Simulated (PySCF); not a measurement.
**Ir(2+): excitation energy**

Ir(2+) [Xe] 4f14 5d7 (4F) → Ir(2+) [Xe] 4f14 5d6 6s1 (6D), as a difference of total energies. All numbers are calculated (PySCF 2.14, scalar relativity by spin-free X2C-1e, in x2c-TZVPPall). Correlated levels: valence: [Xe] 4f14 frozen; valence and next inner shell: [Kr] 4d10 4f14 frozen. The calculations carry no spin-orbit coupling.

```json
{"method": "UHF", "excitation energy (eV)": "1.466"}
{"method": "LDA", "excitation energy (eV)": "1.701"}
{"method": "PBE", "excitation energy (eV)": "1.661"}
{"method": "PBE0", "excitation energy (eV)": "1.797"}
{"method": "r2SCAN", "excitation energy (eV)": "1.603"}
{"method": "CAM-B3LYP", "excitation energy (eV)": "2.018"}
{"method": "M06", "excitation energy (eV)": "2.578"}
{"method": "M06-L", "excitation energy (eV)": "2.225"}
{"method": "MP2 (valence)", "excitation energy (eV)": "1.926"}
{"method": "SCS-MP2 (valence)", "excitation energy (eV)": "2.411"}
{"method": "MP2 (valence and next inner shell)", "excitation energy (eV)": "1.620"}
{"method": "SCS-MP2 (valence and next inner shell)", "excitation energy (eV)": "1.978"}
```

How much does correlation contribute at MP2 (valence and next inner shell)?

1.620 − (1.466) = 0.154 eV, measured against UHF.

A first-order spin-orbit estimate (lowest level to lowest level, LS coupling) adds 0.240 eV.

The basis was made for the ground configuration and has no added diffuse functions, so the excitation energy can come out too high.
